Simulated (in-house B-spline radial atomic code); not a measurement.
The numbers below are computed, except where a source is named.
# Softness against transferability: the 3p channel of Fe

Fe, [Ar] 3d6 4s2, non-relativistic LDA (VWN5), spherical and spin-unpolarised, from an all-electron radial atomic-structure program (B-spline basis) (atomic units). The all-electron 3p level is ε = -2.187524 hartree, its outermost node lies just inside 0.30 bohr and its outer maximum at 0.71 bohr.

Troullier-Martins pseudo-orbitals are made for several radii. The cutoffs (hartree) are the plane-wave energies beyond which the orbital holds less than the named kinetic energy per electron. The phase error is the difference, pseudo minus all-electron, of arctan(R P'/P) at R = 1.3 bohr for all radii, half a hartree below and above the level.

| r_c (bohr) | V_l(0) (hartree) | cutoff for 10 mEh | for 1 mEh | for 0.1 mEh | phase error at ε − 0.5 (mrad) | at ε + 0.5 (mrad) |
| --- | --- | --- | --- | --- | --- | --- |
| 0.54 | -82.63 | 193 | 301 | > 450 | -2.2 | -0.5 |
| 0.62 | -27.87 | 112 | 215 | 357 | -1.4 | -0.3 |
| 0.71 | -10.30 | 25.6 | 63.2 | 131 | -1.0 | -0.2 |
| 0.81 | -8.30 | 28.6 | 65.9 | 120 | -0.9 | -0.2 |
| 0.9 | -9.46 | 25.3 | 59.6 | 101 | -1.2 | -0.2 |
| 1.0 | -10.69 | 24.8 | 49.2 | 65.9 | -1.7 | -0.4 |

Task: Which radius needs the lowest cutoff for 1 mEh while both phase errors stay within 1.5 mrad?

Result: The radii within that limit are 0.62, 0.71, 0.81, 0.9 bohr; of these r_c = 0.9 needs the least, 59.6 hartree, that is 119 Ry or 1622 eV.

Task: What does the larger radius buy, and what does it cost?

Result: From r_c = 0.54 to 1.0 bohr the cutoff for 1 mEh goes from 301 to 49.2 hartree, a factor of 6.12, against 3.43 for a pure 1/r_c² scaling, end to end; step by step it is 301, 215, 63.2, 65.9, 59.6, 49.2, and for 0.1 mEh > 450, 357, 131, 120, 101, 65.9; the number of plane waves goes as the cutoff to the power 3/2, here a factor of 15.1. The larger of the two phase errors is least at r_c = 0.81 bohr, 0.9 mrad; it is 2.2 at the smallest radius and 1.7 at the largest. These errors test the reference atom alone. The smallest radius lies well inside the outer maximum, where the nodeless form must bend sharply to keep the norm, so it is both harder and scatters less well than the next. Large radii also let the cores of neighbours overlap, which an atom doesn't show.
